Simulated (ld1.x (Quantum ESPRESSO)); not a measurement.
## Scattering properties, ultrasoft potential for Al

ld1.x (Quantum ESPRESSO) 7.5 input, shortened:

```
&input
   title='Al', zed=13., rel=1, dft='PZ', iswitch=3,
   config='[Ne] 3s2 3p1'
 /
 &inputp
   pseudotype=3, tm=.true., lloc=-1, rcloc=1.75,
   nlcc=.false.
 /
4
3S  1  0   2.00   0.00  1.55  1.90  0.0
3S  1  0   0.00   0.10  1.55  1.90  0.0
3P  2  1   1.00   0.00  1.80  1.90  0.0
3P  2  1   0.00  -0.06  1.80  1.90  0.0
 &test
   configts(1)='3s2 3p1'
 /
```

The phase is arctan(r·u′/u) with u = r·R(r), unwrapped; energies in Ry, scanned from -3 to 5 Ry. A pole is an energy at which the radial function vanishes at the test radius. The pseudo phase is shifted by a multiple of π to meet the all-electron one at the reference energy, and phase errors are pseudo minus all-electron; the curves can meet again beyond the range given. Levels narrower than the energy grid can be missing from the lists of poles.

```
channel  radius (bohr)  reference energy (Ry)  poles, all-electron  poles, pseudo  unbroken range about the reference energy with phases within 0.05 rad  phase error 1 Ry above the reference energy (rad)
      s           2.05                  -0.58                 2.74           2.79                                                        the whole range                                             +0.000
      p           2.05                  -0.20                 3.58           3.83                                                        the whole range                                             +0.003
```

Phases in the s channel:

```
E (Ry)  all-electron  pseudo
 -3.00         1.201   1.200
 -2.52         1.145   1.144
 -2.04         1.060   1.059
 -1.56         0.916   0.916
 -1.08         0.641   0.641
 -0.60         0.081   0.081
 -0.12        -0.641  -0.641
  0.36        -1.070  -1.070
  0.84        -1.281  -1.281
  1.32        -1.399  -1.398
  1.80        -1.475  -1.474
  2.28        -1.530  -1.527
  2.76        -1.572  -1.569
  3.24        -1.608  -1.603
  3.72        -1.641  -1.634
  4.20        -1.673  -1.664
  4.68        -1.706  -1.693
```
